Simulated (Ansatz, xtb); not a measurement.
Relative energy of two structures of CH5SiTe+

Structure I: a singlet given by its coordinates. Structure II: `C[Te+]=[SiH2]`, a singlet. Both are isolated ions in the gas phase, relaxed with PBE0-D3(BJ)/def2-SVP.

I (Å):

```yaml
atoms:
  - { symbol: C, position_ang: [0.0083, 0.8442, 0.7088] }
  - { symbol: Si, position_ang: [-0.1737, -0.9359, 1.1143] }
  - { symbol: Te, position_ang: [0.8208, -2.0653, 2.9614] }
  - { symbol: H, position_ang: [0.6455, 1.3840, 1.4224] }
  - { symbol: H, position_ang: [-0.9960, 1.3038, 0.6854] }
  - { symbol: H, position_ang: [0.4317, 0.9316, -0.3078] }
  - { symbol: H, position_ang: [-1.0052, -1.8061, 0.2485] }
  - { symbol: H, position_ang: [1.5321, -0.6364, 3.4461] }
```

Close contacts (Å): C1–Si2 1.83, Si2–Te3 2.38, C1–H4 1.10, C1–H5 1.10, C1–H6 1.10, Si2–H7 1.48, Te3–H8 1.67.

II (Å):

```xyz
8

C     0.7396    1.2309    0.8883
Si   -0.5788   -1.7554    1.7710
Te    0.3643    0.1774    2.7403
H     0.1754    2.1703    0.9443
H     0.4163    0.6296    0.0306
H     1.8198    1.4197    0.8506
H    -0.7208   -1.8777    0.2999
H    -1.0303   -2.8529    2.6566
```

Estimate which is lower in electronic energy at CCSD(T)/def2-TZVP, and by roughly how much.

The CCSD(T)/def2-TZVP calculation puts structure I lower, by 0.441 eV.

The same difference at several levels:

| level | geometry | E(II) − E(I) (eV) | departure from the last row (eV) | job, with rough time for the two |
| --- | --- | --- | --- | --- |
| GFN2-xTB | GFN2-xTB | +0.338 | −0.103 | optimisation, 0.2 s |
| HF/STO-3G | GFN2-xTB | +0.414 | −0.027 | single point, 0.76 s |
| r2SCAN-D4/def2-SVP | GFN2-xTB | +0.561 | +0.119 | single point, 2.2 s |
| PBE0-D3(BJ)/def2-SVP | PBE0-D3(BJ)/def2-SVP | +0.585 | +0.144 | optimisation, 1.8 min |
| HF/def2-TZVP | PBE0-D3(BJ)/def2-SVP | +0.542 | +0.101 | part of the CCSD(T) run |
| MP2/def2-TZVP | PBE0-D3(BJ)/def2-SVP | +0.452 | +0.010 | part of the CCSD(T) run |
| CCSD(T)/def2-TZVP | PBE0-D3(BJ)/def2-SVP | +0.441 |  | single point, 50 s |

None of the levels shown reverses the order. The largest departure from CCSD(T)/def2-TZVP is that of PBE0-D3(BJ)/def2-SVP, 0.144 eV.

With harmonic frequencies from PBE0-D3(BJ)/def2-SVP (ideal gas, rigid rotor, one conformer each, 298.15 K, 1 atm): the zero-point term adds +0.030 eV; ΔH is +0.472 and ΔG +0.461 eV.

The correlated steps freeze 10 core orbitals; the filled d shell of Te is correlated, in a basis made for valence electrons. Atoms past krypton carry core potentials in the def2 sets, other sets are all-electron and non-relativistic, and no spin–orbit term is included. Programs: Ansatz 0.2.0, xtb 6.7.1; the last row on 2 threads of Intel(R) Xeon(R) Processor @ 2.70GHz on a shared host.
